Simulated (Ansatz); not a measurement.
A run for Ansatz (an electronic-structure program): R-r2SCAN/def2-TZVPPD on C3H12BN (a complex), monomers drawn apart or pushed together. Files ending in .json are basis or fitting sets from the Basis Set Exchange.

Ansatz 0.2 input:
```yaml
crystal:
  periodic: [false, false, false]
  atoms:
    - {symbol: B, position_ang: [-0.38676388, 0.02678940, 1.27119403]}
    - {symbol: H, position_ang: [0.48750480, 0.64583617, 0.70917925]}
    - {symbol: H, position_ang: [-0.41460718, -1.14254468, 0.96245519]}
    - {symbol: H, position_ang: [-1.46898360, 0.56276349, 1.20109849]}
    - {symbol: C, position_ang: [1.39727120, -0.58455223, 3.29861719]}
    - {symbol: N, position_ang: [0.07432945, 0.05458508, 3.10970938]}
    - {symbol: C, position_ang: [0.13290969, 1.45638838, 3.58494605]}
    - {symbol: C, position_ang: [-0.94547790, -0.68625668, 3.88784157]}
    - {symbol: H, position_ang: [1.67731391, -0.57705169, 4.35459502]}
    - {symbol: H, position_ang: [2.13381568, -0.03987511, 2.71400156]}
    - {symbol: H, position_ang: [1.34520442, -1.60703524, 2.93424326]}
    - {symbol: H, position_ang: [0.39845494, 1.48929767, 4.64418005]}
    - {symbol: H, position_ang: [-0.83885817, 1.91748373, 3.42998552]}
    - {symbol: H, position_ang: [0.87413116, 1.99232571, 2.99816209]}
    - {symbol: H, position_ang: [-0.69398093, -0.67855289, 4.95098001]}
    - {symbol: H, position_ang: [-1.91266288, -0.21645969, 3.73037739]}
    - {symbol: H, position_ang: [-0.98743985, -1.70879488, 3.52232752]}
basis:
  gaussian:
    orbitals: def2-TZVPPD.json
hamiltonian:
  xc: {name: r2SCAN}
scf: {lower_state_search: off}
```

Program output:

```
WARN ansatz: RAYON_NUM_THREADS=1 ignored (pool sized by the plan → 1); use --threads N
Functional definition: r2SCAN
these checks for a lower state are left out or cut short: stability, starts, cluster_reference, orbital_swaps, neighbouring_geometries, increment
integrals: 0.41 GiB planned
1574 factors; their error is unknown
mean field: 2.08 GiB planned
mean field evaluation 1: about -5459.6454 eV, gradient 6.8e1 eV
mean field evaluation 2: about -5452.4384 eV, gradient 8.5e1 eV
mean field evaluation 4: about -5471.2996 eV, gradient 6.1e0 eV
mean field evaluation 8: about -5471.3696 eV, gradient 1.2e-1 eV
mean field evaluation 16: about -5471.3123 eV, gradient 2.2e-4 eV
mean field -5471.31228121 eV, -201.0670177458 hartree, gradient 1.8e-6 eV, S^2 0.000000; 0 other end points of the search recorded, 0 dependent functions left out
reference -5471.31229846 eV, -201.0670183797 hartree; 21, 21 occupied and 368, 368 virtual orbitals, 1574 factors
Total energy: -5471.31229846 eV, -201.0670183797 hartree
Checks for a lower state left out: stability, starts, cluster_reference, orbital_swaps, neighbouring_geometries, increment
```

The run converged.

Cost: around 11 core-seconds (rough).
